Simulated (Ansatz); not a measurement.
Input file for Ansatz (a first-principles code): U-CCSD(T)/def2-TZVPP on ClFSn (SMILES [F][Sn][Cl]), a point of a bond scan (R = 5.269 Å). Elements past Kr take the def2 small-core potentials; no spin–orbit coupling. The run froze 15 orbitals, filled d shells among them.

Ansatz 0.2 input:
```yaml
crystal:
  periodic: [false, false, false]
  atoms:
    - {symbol: Sn, position_ang: [0.19089247, 0.14887198, 0.49762971]}
    - {symbol: F, position_ang: [2.12505240, 3.58850115, -2.99334822]}
    - {symbol: Cl, position_ang: [-1.04175619, -1.19111043, -1.04256235]}
basis:
  gaussian:
    orbitals: def2-TZVPP
correlation: {method: ccsd_t, electrons: outside_noble_gas}
scf: {omitted_lower_state_checks: [cluster_reference]}
magnetization: {spin_polarized: true, initial_magnetization: 0}
```

Output:

```
WARN ansatz: RAYON_NUM_THREADS=1 ignored (pool sized by the plan → 1); use --threads N
Functional definition: HF
these checks for a lower state are left out or cut short: cluster_reference
integrals: 0.31 GiB planned
935 factors; integrals over basis functions are off by at most 7.8e-4 eV
mean field: 0.46 GiB planned
mean field evaluation 1: about -21008.9162 eV, gradient 3.2e1 eV
mean field evaluation 2: about -21008.9183 eV, gradient 3.2e1 eV
mean field evaluation 4: about -21011.0804 eV, gradient 2.3e1 eV
mean field evaluation 8: about -21012.9452 eV, gradient 6.2e-1 eV
mean field evaluation 16: about -21012.9610 eV, gradient 3.9e-4 eV
mean field evaluation 32: about -21016.0531 eV, gradient 1.4e-2 eV
mean field evaluation 64: about -21016.0560 eV, gradient 6.3e-5 eV
mean field evaluation 96: about -21012.9610 eV, gradient 1.7e-3 eV
mean field evaluation 128: about -21016.0538 eV, gradient 1.1e-5 eV
mean field evaluation 160: about -21016.0536 eV, gradient 5.0e-2 eV
mean field evaluation 192: about -21016.0556 eV, gradient 9.3e-7 eV
mean field evaluation 224: about -21016.0492 eV, gradient 6.4e-1 eV
mean field evaluation 256: about -21016.0560 eV, gradient 2.5e-3 eV
mean field evaluation 288: about -21015.9609 eV, gradient 2.9e0 eV
mean field evaluation 320: about -21016.0505 eV, gradient 1.1e-1 eV
mean field evaluation 352: about -21016.0538 eV, gradient 4.6e-3 eV
mean field evaluation 384: about -21012.9216 eV, gradient 4.5e0 eV
mean field evaluation 416: about -20864.0348 eV, gradient 1.0e2 eV
mean field -21016.05598780 eV, -772.3258123572 hartree, gradient 2.5e-10 eV, S^2 1.019295; 22 other end points of the search recorded, 0 dependent functions left out
15 core orbitals not correlated, not the lowest: weight in the atoms' cores, before any rotation towards them, 0.996 or more for the frozen orbitals, at most 0.006 for the correlated occupied ones
reference -21016.05598780 eV, -772.3258123572 hartree; 9, 9 occupied and 99, 99 virtual orbitals, 935 factors
second order -12.09676554 eV of doubles, -0.00000000 eV of singles
coupled cluster: 0.76 GiB planned
cycle   1  -12.80471621 eV  change   -7.1e-1 eV  update   7.2e-2
cycle   2  -13.08101247 eV  change   -2.8e-1 eV  update   2.5e-2
cycle   3  -13.13586562 eV  change   -5.5e-2 eV  update   1.3e-2
cycle   4  -13.12867459 eV  change    7.2e-3 eV  update   4.1e-3
cycle   5  -13.12779400 eV  change    8.8e-4 eV  update   1.6e-3
cycle   6  -13.12851218 eV  change   -7.2e-4 eV  update   5.8e-4
cycle   7  -13.12850506 eV  change    7.1e-6 eV  update   2.1e-4
cycle   8  -13.12848895 eV  change    1.6e-5 eV  update   7.9e-5
cycle   9  -13.12849752 eV  change   -8.6e-6 eV  update   2.2e-5
coupled cluster: 0.77 GiB planned
perturbative correction -0.41250527 eV, -0.0151592889 hartree
Total energy: -21029.59699058 eV, -772.8234350311 hartree
Checks for a lower state left out: cluster_reference
```

The run converged. Its determinant has ⟨S²⟩ = 1.02, a mixture of spin states.

Cost: very roughly 90 core-seconds.
